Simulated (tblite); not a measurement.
C2H8NSSi (doublet state).
Z-matrix (Å and degrees, GFN2-xTB geometry), rows numbered from 1:
```
C 
C   1  1.4873
S   2  1.7413  1  114.52
Si  2  1.8560  1  123.33  3   166.97
N   4  1.7343  2  104.20  1   160.59
H   1  1.0878  2  110.21  3   166.45
H   1  1.0913  2  111.10  3    45.33
H   1  1.0947  2  111.34  3   -73.92
H   3  1.3326  2   95.62  1   178.39
H   4  1.4693  2  115.84  1   -87.29
H   4  1.4695  2  106.76  1    36.22
H   5  1.0072  4  117.32  2   166.26
H   5  1.0089  4  117.54  2   -60.79
```

Method: GFN2-xTB as coded in tblite; computed harmonic values from a numerical Hessian at the method's own geometry, unscaled. Errors from tens to a few hundred cm⁻¹ against measured bands are possible. Modes of hydrogen on silicon and sulfur can be 10 to 20 % off. One conformer, not necessarily the lowest. Open shells enter through the occupations alone, without spin polarisation, and single modes of such species can be off by tens of per cent.

Harmonic wavenumbers (cm⁻¹): 62.0, 95.8, 146.0, 196.2, 240.9, 272.7, 297.9, 355.8, 497.1, 542.0, 560.9, 618.6, 719.6, 795.6, 840.6, 849.0, 873.3, 896.9, 998.0, 1114.4, 1218.7, 1399.1, 1470.0, 1482.6, 1534.1, 2174.8, 2204.3, 2406.2, 2920.8, 2982.5, 3026.4, 3464.5, 3503.0.

A = 4060, B = 2274, C = 1543 MHz; mass 106.015 u (most abundant isotopes); point group C1, symmetry number 1; spin multiplicity 2.

Problem. What is the zero-point energy?

Solution. ½Σν̃ = 20380 cm⁻¹ = 58.27 kcal/mol.

Problem. What is S at 298.15 K and 1 bar for an ideal gas of classical rigid rotors and harmonic oscillators?

Solution. Translation 39.92, rotation 27.51, vibration 22.32, spin (R ln 2) 1.38: S = 91.1 cal/(mol K).

Problem. And Cp and H(298.15 K) − H(0)?

Solution. Cp = 31.73 cal/(mol K), of which vibrations give 23.78 (their classical limit is 33 R = 65.6); H(298.15 K) − H(0) = 6.00 kcal/mol without the zero-point energy, 3.63 from vibrations.

Problem. Blend soft modes into free rotors: weight 1/[1 + (100 cm⁻¹/ν̃)⁴] for the oscillator and the rest for a rotor with moment μB/(μ + B), μ = h/(8π²ν), B = 10⁻⁴⁴ kg m². What vibrational entropy results?

Solution. 21.02 cal/(mol K) in place of 22.32, which changes −T·S at 298.15 K by +0.39 kcal/mol.

Problem. What must be added to the electronic energy to get the Gibbs energy at 298.15 K and 1 bar?

Solution. ZPE + [H(298.15 K) − H(0)] − T·S = 58.27 + 6.00 − 27.17 = 37.10 kcal/mol.

Problem. How do the functions run with temperature in this model?

Solution. 
```json
{"T (K)": "150", "S (cal/(mol K))": "73.4", "Cp (cal/(mol K))": "20.7", "H − H(0) (kcal/mol)": "2.09", "G − H(0) (kcal/mol)": "-8.92", "ln q(vib)": "2.06"}
{"T (K)": "250", "S (cal/(mol K))": "85.8", "Cp (cal/(mol K))": "28.4", "H − H(0) (kcal/mol)": "4.55", "G − H(0) (kcal/mol)": "-16.91", "ln q(vib)": "4.11"}
{"T (K)": "400", "S (cal/(mol K))": "101.3", "Cp (cal/(mol K))": "37.8", "H − H(0) (kcal/mol)": "9.56", "G − H(0) (kcal/mol)": "-30.98", "ln q(vib)": "7.17"}
{"T (K)": "600", "S (cal/(mol K))": "118.5", "Cp (cal/(mol K))": "46.6", "H − H(0) (kcal/mol)": "18.06", "G − H(0) (kcal/mol)": "-53.02", "ln q(vib)": "11.04"}
{"T (K)": "900", "S (cal/(mol K))": "139.1", "Cp (cal/(mol K))": "55.0", "H − H(0) (kcal/mol)": "33.40", "G − H(0) (kcal/mol)": "-91.77", "ln q(vib)": "16.27"}
```

q(vib) and H(0) count from the zero-point level.

Problem. Which modes carry the vibrational entropy at 298.15 K?

Solution. 62.0 cm⁻¹: 4.39; 95.8 cm⁻¹: 3.54; 146.0 cm⁻¹: 2.72; 196.2 cm⁻¹: 2.17; 240.9 cm⁻¹: 1.80; 272.7 cm⁻¹: 1.58 cal/(mol K); the other 27 give 6.12 together.

Hindered rotation and anharmonicity are outside this model. Other conformers, if any are populated, would add a mixing term that is left out. The structure is chiral; the term R ln 2 for an equal mix with its mirror image is left out.
